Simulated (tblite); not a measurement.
Species: C₅H₁₂GaN.
Geometry (GFN2-xTB, Å), atoms numbered from 1 in this order:
```xyz
19
C5H12GaN angstrom
C     -3.6837    0.9119   -0.5615
C     -2.5904    0.0756   -0.1933
N     -1.7049   -0.5913    0.1045
Ga    -0.2323   -1.8675    0.5852
C      1.3402   -0.6316    0.8663
C      1.6459    0.1365   -0.4277
C      2.8928    1.0057   -0.3040
H     -3.3068    1.8544   -0.9586
H     -4.2826    0.4123   -1.3230
H     -4.3031    1.1089    0.3134
H     -1.0211   -2.5089    1.7527
H     -0.3519   -2.6514   -0.7426
H      1.1578    0.0839    1.6812
H      2.2393   -1.1907    1.1620
H      0.7890    0.7700   -0.6899
H      1.7838   -0.5767   -1.2485
H      3.0759    1.5561   -1.2256
H      3.7648    0.3896   -0.0932
H      2.7775    1.7225    0.5076
```

Computed with GFN2-xTB (tblite): harmonic, unscaled wavenumbers at the GFN2-xTB geometry, gas phase. Errors from tens to a few hundred cm⁻¹ against measured bands are possible. Modes of hydrogen on gallium can be 10 to 20 % off. One conformer, not necessarily the lowest. The optimisation stopped once no atom felt more than 0.01 eV/Å.

Lowest wavenumbers of the output (negative numbers stand for imaginary wavenumbers):
```
mode    cm-1
  1     -33.7
  2      16.5
  3      25.6
  4      47.0
  5      73.7
  6     105.4
  7     164.5
  8     196.4
  9     231.7
 10     297.9
 11     349.9
 12     354.9
 13     381.1
 14     496.9
 15     557.7
```

Question: Is this structure a minimum?

Answer: Not by this Hessian. 1 mode is imaginary beyond 20i (34i cm⁻¹), so at this level the point lies at or near a first-order saddle. The curvature is small, so loose convergence or finite differences may be the whole cause.

Question: Which atoms move in the imaginary mode?

Answer: 34i: H9 (methyl hydrogen) 33 %, H10 (methyl hydrogen) 33 %, H8 (methyl hydrogen) 33 %. These are shares of the mass-weighted motion.

Question: What is the remedy?

Answer: Step along that mode in both directions, optimise again with tighter thresholds and repeat the frequencies. The zero-point energy of this point (93.1 kcal/mol) counts the 50 real modes alone, and thermal corrections from it aren't those of a minimum.
